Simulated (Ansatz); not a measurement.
Energy difference R1 + R2 → P1 + P2, each structure at its B3LYP-D3(BJ)/def2-TZVP stationary point, reached from a drawn start (curvature not checked).
R1: H2O (SMILES O), charge 0, multiplicity 1.
R2: F4Ti (SMILES [F][Ti]([F])([F])[F]), charge 0, multiplicity 1.
P1: F3HOTi (SMILES [OH][Ti]([F])([F])[F]), charge 0, multiplicity 1.
P2: HF (SMILES F), charge 0, multiplicity 1.

P less R. No zero-point or thermal terms; no spin–orbit coupling. One arrangement of each flexible species, with no search for the lowest.

Correlated levels freeze the cores.

Programs: Ansatz (a first-principles code) with Gaussian orbitals. Each number belongs to the level named beside it.

Total energies in hartree:

```tsv
structure	PBE/def2-TZVPP	B3LYP/def2-TZVPP	CCSD(T)/def2-QZVPP
R1	-76.380147	-76.466662	-76.361322
R2	-1248.754722	-1249.344912	-1247.952751
P1	-1224.723932	-1225.302472	-1223.924189
P2	-100.393473	-100.492723	-100.374754
```

Problem. Work out the reaction energy at each level in kJ/mol (1 hartree = 2625.49964 kJ/mol), and say how far PBE/def2-TZVPP lies from CCSD(T)/def2-QZVPP.

Solution. 
- PBE/def2-TZVPP: (-1224.723932) + (-100.393473) − (-76.380147) − (-1248.754722) = 0.017464 hartree = 45.9 kJ/mol
- B3LYP/def2-TZVPP: (-1225.302472) + (-100.492723) − (-76.466662) − (-1249.344912) = 0.016379 hartree = 43.0 kJ/mol
- CCSD(T)/def2-QZVPP: (-1223.924189) + (-100.374754) − (-76.361322) − (-1247.952751) = 0.015130 hartree = 39.7 kJ/mol
PBE/def2-TZVPP less CCSD(T)/def2-QZVPP: 6.2 kJ/mol. CCSD(T)/def2-QZVPP is the level counted from, the highest shown, and no exact or measured value.
